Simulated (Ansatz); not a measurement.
Ligand exchange: GeH3(NH2) + C3H7N → GeH2(NH2)2 + C3H6

Species: GeH3(NH2), singlet; C3H7N (cyclopropylamine) `NC1CC1`, singlet; GeH2(NH2)2, singlet; C3H6 (cyclopropane) `C1CC1`, singlet. The partners trade H for NH2: Ge–H and C–NH2 bonds give way to Ge–NH2 and C–H.

Shapes, held fixed at every level: PBE0-D4/def2-TZVP. Flexible molecules stand in one conformer, not always the lowest. Programs: Ansatz 0.2.0. The zero-point and thermal change to 298 K, harmonic and unscaled (PBE0-D4/def2-TZVP), is +3.9 kJ/mol.

Estimate ΔH(298 K) of this reaction.

The highest level, CCSD(T)/def2-TZVPP, gives ΔH(298 K) = -74.2 kJ/mol; the levels span -79.1 to -57.2. The column of differences is taken from that level and isn't an error. No measured value is set beside it here. Relativity is left out for Ge. Outer-core shells of Ge are correlated, in sets that cover them unevenly.

| level | kind | ΔH(298 K) (kJ/mol) | less CCSD(T)/def2-TZVPP |
| --- | --- | --- | --- |
| SPW92/def2-TZVPP | LDA | -57.2 | +17.0 |
| PBE0-D4/def2-TZVPP | global hybrid | -66.8 | +7.4 |
| r2SCAN0-D4/def2-TZVPP | global hybrid | -71.9 | +2.3 |
| MP2/def2-SVP | perturbation theory | -61.2 | +13.0 |
| MP2/def2-TZVPP | perturbation theory | -79.1 | -4.9 |
| CCSD/def2-TZVPP | coupled cluster or CI | -74.5 | -0.3 |
| CCSD(T)/def2-TZVPP | coupled cluster or CI | -74.2 | 0.0 |
